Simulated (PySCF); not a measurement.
Choosing a molecule for a target property.

All species are isolated and taken at one optimised geometry, non-relativistic unless stated. Electronic properties by PySCF.

The conformers computed, where there is a choice (atom-mapped SMILES and torsion angles):
- `[F:1][SiH2:2][N:3]([SiH3:4])[SiH:5]1[CH:6]=[CH:7][CH:8]=[CH:9]1`: F1–Si2–N3–Si4 -81°, Si2–N3–Si5–C6 -120°
- `[CH2:1]=[C:2]([C:3]#[N:4])[C@@H:5]([CH3:6])[C:7]([CH3:8])=[S:9]`: C1–C2–C5–C6 140°, C2–C5–C7–C8 -82°
- `[CH3:1][C@@:2]([SiH3:3])([CH2:4][C:5]#[N:6])[SiH2:7][NH2:8]`: C1–C2–C4–C5 -59°, C1–C2–Si7–N8 -62°, H–N8–Si7–C2 -169°, H–N8–Si7–C2 55°
- `[CH3:1][C:2]1=[CH:3][P:4]1[CH2:5][P:6]([CH3:7])[CH3:8]`: C3–P4–C5–P6 31°, P4–C5–P6–C7 171°
- `[CH3:1][C@@H:2]([Cl:3])[SiH2:4][C:5]#[C:6][SiH3:7]`: C1–C2–Si4–C5 62°

Question: Wanted: HOMO–LUMO gap between 4.6 eV and 5.6 eV (PBE0/pcSseg-1) and dipole moment below 3 D (PBE0/pcSseg-1), at GFN2-xTB geometries. Which candidate meets both?
A. `C[C@@]([SiH3])(CC#N)[SiH2]N`
B. `C=C(C#N)[C@@H](C)C(C)=S`
C. `C1P(C=1C)CP(C)C`
D. `F[SiH2]N([SiH3])[SiH]1C=CC=C1`

Answer: D. Computed values:
| species | HOMO–LUMO gap | dipole moment |
| --- | --- | --- |
| C=C(C#N)[C@@H](C)C(C)=S | 4.13 eV | 2.17 D |
| F[SiH2]N([SiH3])[SiH]1C=CC=C1 | 5.01 eV | 1.82 D |
| C1P(C=1C)CP(C)C | 6.17 eV | 1.20 D |
| C[C@@]([SiH3])(CC#N)[SiH2]N | 7.85 eV | 4.75 D |

Question: Wanted: HOMO energy below -7.8 eV (PBE0/pcSseg-1) and smallest rotational constant below 0.5 GHz (GFN2-xTB), at GFN2-xTB geometries. Which candidate meets both?
A. `C[C@@H](Cl)[SiH2]C#C[SiH3]`
B. `C=C(C#N)[C@@H](C)C(C)=S`
C. `F[SiH2]N([SiH3])[SiH]1C=CC=C1`
D. `C[C@@]([SiH3])(CC#N)[SiH2]N`

Answer: A. Computed values:
| species | HOMO energy | smallest rotational constant |
| --- | --- | --- |
| C[C@@H](Cl)[SiH2]C#C[SiH3] | -7.90 eV | 0.427 GHz |
| C[C@@]([SiH3])(CC#N)[SiH2]N | -7.77 eV | 0.799 GHz |
| F[SiH2]N([SiH3])[SiH]1C=CC=C1 | -6.84 eV | 0.566 GHz |
| C=C(C#N)[C@@H](C)C(C)=S | -6.57 eV | 0.902 GHz |
